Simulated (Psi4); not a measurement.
CaCl₂, charge +1, doublet, geometry from GFN2-xTB of the parent state (such geometries of metal compounds can be far from the true shape) (a state made from the parent by changing its charge; the spin is typed, not shown lowest); Psi4 1.11 with HF/6-31G*.

Psi4 was given this input:
```
memory 2 GB

molecule {
1 2
Ca    0.20833325   -0.77248415   -0.00231624
Cl    1.27221329    0.83465715   -1.36523888
Cl   -1.51731124    0.07414773    1.36796387
}

set {
  basis 6-31g*
  reference rohf
}

energy('scf')
print_variables()
```

The log (banner, timings and long lists left out):

```
   => Loading Basis Set <=

    Name: 6-31G*
    Role: ORBITAL
    Keyword: BASIS

         ---------------------------------------------------------
                                   SCF
               by Justin Turney, Rob Parrish, Andy Simmonett
                          and Daniel G. A. Smith
                             ROHF Reference
         ---------------------------------------------------------

  ==> Geometry <==

    Molecular point group: c2v
    Full point group: C2v

    Geometry (in Angstrom), charge = 1, multiplicity = 2:

       Center              X                  Y                   Z               Mass
    ------------   -----------------  -----------------  -----------------  -----------------
         CA          -0.000000000000     0.000000000000    -0.808657832793    39.962590863000
         CL           1.989360384269     0.000000000000     0.462069236500    34.968852682000
         CL          -1.989360384269    -0.000000000000     0.462069236500    34.968852682000

  Running in c2v symmetry.

  Rotational constants: A =      0.41051  B =      0.06091  C =      0.05304 [cm^-1]
  Rotational constants: A =  12306.83799  B =   1825.90799  C =   1590.00621 [MHz]
  Nuclear repulsion =  190.875351095320696

  Charge       = 1
  Multiplicity = 2
  Electrons    = 53
  Nalpha       = 27
  Nbeta        = 26

  ==> Algorithm <==

  SCF Algorithm Type is DF.
  DIIS enabled.
  MOM disabled.
  Fractional occupation disabled.
  Guess Type is SAD.
  Energy threshold   = 1.00e-06
  Density threshold  = 1.00e-06
  Integral threshold = 1.00e-12

  ==> Primary Basis <==

  Basis Set: 6-31G*
    Blend: 6-31G*
    Number of shells: 26
    Number of basis functions: 61
    Number of Cartesian functions: 61
    Spherical Harmonics?: false
    Max angular momentum: 2

   => Loading Basis Set <=

    Name: (6-31G* AUX)
    Role: JKFIT
    Keyword: DF_BASIS_SCF

  ==> Integral Setup <==

  SCF_SUBTYPE=INCORE selected. In-core MEM_DF algorithm will be used.
  Using in-core AOs.

  ==> MemDFJK: Density-Fitted J/K Matrices <==

    J tasked:                   Yes
    K tasked:                   Yes
    wK tasked:                   No
    Algorithm:                 Core
    Schwarz Cutoff:           1E-12
    Mask sparsity (%):       5.5361
    Fitting Condition:        1E-10

   => Auxiliary Basis Set <=

  Basis Set: (6-31G* AUX)
    Blend: CC-PVDZ-JKFIT + DEF2-UNIVERSAL-JKFIT
    Number of shells: 116
    Number of basis functions: 463
    Number of Cartesian functions: 463
    Spherical Harmonics?: false
    Max angular momentum: 4

  Minimum eigenvalue in the overlap matrix is 1.4120607695E-02.
  Reciprocal condition number of the overlap matrix is 2.8815275284E-03.
    Using symmetric orthogonalization.

  ==> Pre-Iterations <==

  SCF Guess: Superposition of Atomic Densities via on-the-fly atomic UHF (no occupation information).

   -------------------------
    Irrep   Nso     Nmo
   -------------------------
     A1        26      26
     A2         6       6
     B1        19      19
     B2        10      10
   -------------------------
    Total      61      61
   -------------------------

  ==> Iterations <==

                           Total Energy        Delta E     RMS |[F,P]|

   @DF-ROHF iter SAD: -1594.85679069669914   -1.59486e+03   0.00000e+00
   @DF-ROHF iter   1: -1595.42199229502262   -5.65202e-01   3.63901e-03 DIIS
   @DF-ROHF iter   2: -1595.44381753661105   -2.18252e-02   1.20363e-03 DIIS
   @DF-ROHF iter   3: -1595.44541600369257   -1.59847e-03   1.58911e-04 DIIS
   @DF-ROHF iter   4: -1595.44549793738747   -8.19337e-05   3.06885e-05 DIIS
   @DF-ROHF iter   5: -1595.44550243741423   -4.50003e-06   9.38973e-06 DIIS
   @DF-ROHF iter   6: -1595.44550370200204   -1.26459e-06   7.33763e-06 DIIS
   @DF-ROHF iter   7: -1595.44550503713526   -1.33513e-06   5.53421e-06 DIIS
   @DF-ROHF iter   8: -1595.44550677020675   -1.73307e-06   1.48649e-06 DIIS
   @DF-ROHF iter   9: -1595.44550686430512   -9.40984e-08   1.92234e-07 DIIS
  Energy and wave function converged.

  ==> Post-Iterations <==

    Orbital Energies [Eh]
    ---------------------

    Doubly Occupied:

       1A1  -149.573027     1B1  -105.012403     2A1  -105.012403
       3A1   -17.049859     1B2   -13.858280     4A1   -13.858156
       2B1   -13.857832     5A1   -10.748475     3B1   -10.748466
       4B1    -8.216124     6A1    -8.216118     5B1    -8.214985
       7A1    -8.214982     2B2    -8.213792     1A2    -8.213789
       8A1    -2.481455     6B1    -1.592005     9A1    -1.586370
       3B2    -1.581357    10A1    -1.252976     7B1    -1.244011
      11A1    -0.689019     8B1    -0.671515     4B2    -0.659613
       2A2    -0.658617    12A1    -0.604758

    Singly Occupied:

       9B1    -0.519243

    Virtual:

      13A1    -0.177125     5B2    -0.106194    10B1    -0.081815
      14A1    -0.073707    15A1    -0.026421     6B2     0.037402
      11B1     0.056944    16A1     0.059968     7B2     0.107120
       3A2     0.113192    17A1     0.118094    18A1     0.240342
      19A1     0.265674    12B1     0.323224    20A1     0.463422
      13B1     0.477567     4A2     0.482602     8B2     0.519094
      21A1     0.529219    14B1     0.551517    15B1     0.601935
      22A1     0.664991     5A2     0.954110    16B1     0.954245
       9B2     0.954693    23A1     0.956107    17B1     0.960498
      10B2     0.995456     6A2     1.006640    24A1     1.041851
      18B1     1.165754    25A1     1.181094    19B1     4.486494
      26A1     4.510952

    Final Occupation by Irrep:
             A1    A2    B1    B2
    DOCC [    12,    2,    8,    4 ]
    SOCC [     0,    0,    1,    0 ]
    NA   [    12,    2,    9,    4 ]
    NB   [    12,    2,    8,    4 ]

  @DF-ROHF Final Energy: -1595.44550686430512

   => Energetics <=

    Nuclear Repulsion Energy =            190.8753510953206955
    One-Electron Energy =               -2567.8958010192359325
    Two-Electron Energy =                 781.5749430596101774
    Total Energy =                      -1595.4455068643051163

Computation Completed

Properties will be evaluated at   0.000000,   0.000000,   0.000000 [a0]

Properties computed using the SCF density matrix

 Multipole Moments:

 ------------------------------------------------------------------------------------
     Multipole            Electronic (a.u.)      Nuclear  (a.u.)        Total (a.u.)
 ------------------------------------------------------------------------------------

 L = 1.  Multiply by 2.5417464519 to convert [e a0] to [Debye]
 Dipole X            :          0.0000000            0.0000000            0.0000000
 Dipole Y            :          0.0000000            0.0000000            0.0000000
 Dipole Z            :         -2.1062078           -0.8745702           -2.9807780
 Magnitude           :                                                    2.9807780

 ------------------------------------------------------------------------------------

  Variable Map:
  ----------------------------------------------------------------------------
  "CURRENT ENERGY"           =>   -1595.445506864305
  "CURRENT REFERENCE ENERGY" =>   -1595.445506864305
  "DD SOLVATION ENERGY"      =>       0.000000000000
  "HF KINETIC ENERGY"        =>    1595.614072620562
  "HF POTENTIAL ENERGY"      =>   -3191.059579484867
  "HF TOTAL ENERGY"          =>   -1595.445506864305
  "HF VIRIAL RATIO"          =>       1.999894356813
  "NUCLEAR REPULSION ENERGY" =>     190.875351095321
  "ONE-ELECTRON ENERGY"      =>   -2567.895801019236
  "PCM POLARIZATION ENERGY"  =>       0.000000000000
  "PE ENERGY"                =>       0.000000000000
  "SCF ITERATION ENERGY"     =>   -1595.445506864305
  "SCF ITERATIONS"           =>       9.000000000000
  "SCF TOTAL ENERGY"         =>   -1595.445506864305
  "TWO-ELECTRON ENERGY"      =>     781.574943059610

  Array Variable Map:
  ----------------------------------------------------------------------------
  "CURRENT DIPOLE"           =>       0.000000000000 ... -2.980778004956 1 by 3
  "SCF DIPOLE"               =>       0.000000000000 ... -2.980778004956 1 by 3
  "SCF TOTAL ENERGIES"       =>   -1594.856790696699 ... -1595.445506864305 1 by 10
```
